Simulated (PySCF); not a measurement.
Gas-phase reaction: 2 GeH3 + 2 O2 ⇌ GeH2 + Ge(OH)4

Computed with PySCF (xtb for GFN2) and rigid-rotor harmonic-oscillator thermochemistry at 1 bar. † marks an energy on the PBE0/def2-TZVP geometry and frequencies; other levels use their own. MP2 and CCSD(T) freeze the core. 6-31G* has spherical d functions here. Open shells (unrestricted): GeH3 (multiplicity 2), O2 (multiplicity 3); the rest are closed-shell singlets. GFN2 has no spin-polarisation term. B3LYP is the form with VWN-RPA correlation. Ge: all electrons, no relativistic terms. GeH3, GeH2, Ge(OH)4: computed as isolated molecules; such fragments, hydroxides, amides, oligomers or adducts are transient or little studied in the gas. MP2 isn't extrapolated to the basis-set limit. CCSD(T) isn't extrapolated to the basis-set limit.

| level | ΔH°(298 K), kJ |
|---|---|
| B3LYP/6-31G* | … |
| BLYP/def2-TZVP† | -1036 |
| CCSD(T)/def2-SVP† | -1054 |
| GFN2-xTB | … |
| HF/6-31G* | -854 |
| M06-2X/def2-TZVP† | … |
| MP2/def2-SVP† | … |
| PBE0/def2-TZVP | -1078 |
| LDA/def2-TZVP† | -1191 |
| ωB97X-V/def2-TZVP† | -1114 |

Question: Some entries are withheld; supply them.

Answer: 
- B3LYP/6-31G*, ΔH°(298 K), kJ: -980
- GFN2-xTB, ΔH°(298 K), kJ: -1701
- M06-2X/def2-TZVP†, ΔH°(298 K), kJ: -1205
- MP2/def2-SVP†, ΔH°(298 K), kJ: -1095
